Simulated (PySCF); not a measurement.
# Mayer bond orders and bond lengths

C₂H₁₁NOSi₂.
SMILES with atom numbers: `[CH3:1][CH2:2][O:3][Si@@H:4]([NH2:5])[SiH3:6]` (hydrogens: H7, H8, H9 on C1; H10, H11 on C2; H12 on Si4; H13, H14 on N5; H15, H16, H17 on Si6)

Structure used (GFN2-xTB), in Å, numbered top down from 1:
```
atom  x, y, z in Å
C1     2.591    0.043   -0.683
C2     1.664    0.377    0.477
O3     0.466   -0.337    0.354
Si4   -1.046    0.175    0.653
N5    -1.268    1.690   -0.169
Si6   -2.267   -1.649   -0.014
H7     2.777   -1.028   -0.712
H8     3.536    0.567   -0.567
H9     2.133    0.339   -1.623
H10    2.133    0.095    1.428
H11    1.461    1.452    0.500
H12   -1.213    0.610    2.051
H13   -0.977    1.753   -1.133
H14   -2.144    2.174   -0.057
H15   -2.398   -2.675    1.024
H16   -1.813   -2.348   -1.223
H17   -3.644   -1.225   -0.315
```

Bond orders from the PBE0/pcSseg-1 density (PySCF). Geometry: GFN2-xTB, one conformer, isolated molecule.

Task: Where do the orders between heavy atoms depart from those drawn in the SMILES?

Result: The largest departure is 0.133, at C2–O3 (drawn single, 0.867). Drawn single, order below 0.88: C2–O3 (0.867) and Si4–Si6 (0.871).

Task: Give the Mayer order of every bond between heavy atoms, beside its length.

Result: 
| bond | drawn as | length (Å) | Mayer order |
| --- | --- | --- | --- |
| C1–C2 | single | 1.522 | 1.065 |
| C2–O3 | single | 1.400 | 0.867 |
| O3–Si4 | single | 1.624 | 0.977 |
| Si4–N5 | single | 1.737 | 0.985 |
| Si4–Si6 | single | 2.294 | 0.871 |

Task: And the bonds to hydrogen?

Result: C–H: 0.94 to 0.97 (5 bonds); H–Si: 0.89 to 0.94 (4 bonds); H–N: 0.95 (2 bonds).

Task: Sum the orders of all bonds at each heavy atom with more than one neighbour and set the sums beside the valence in the SMILES.

Result: C1 3.958 (drawn 4), C2 3.830 (drawn 4), O3 1.844 (drawn 2), Si4 3.721 (drawn 4), N5 2.883 (drawn 3), Si6 3.656 (drawn 4). Orders between atoms that aren't bonded are not in these sums.

For a closed shell the Mayer order of atoms A and B is Σ (PS)μν (PS)νμ over the basis functions μ on A and ν on B, with P the density and S the overlap matrix.

The run behind these numbers computed NMR shieldings as well. The run took 24 s wall on Arm Neoverse V1, one thread, shared host, and the process peaked at 0.78 GiB of memory.
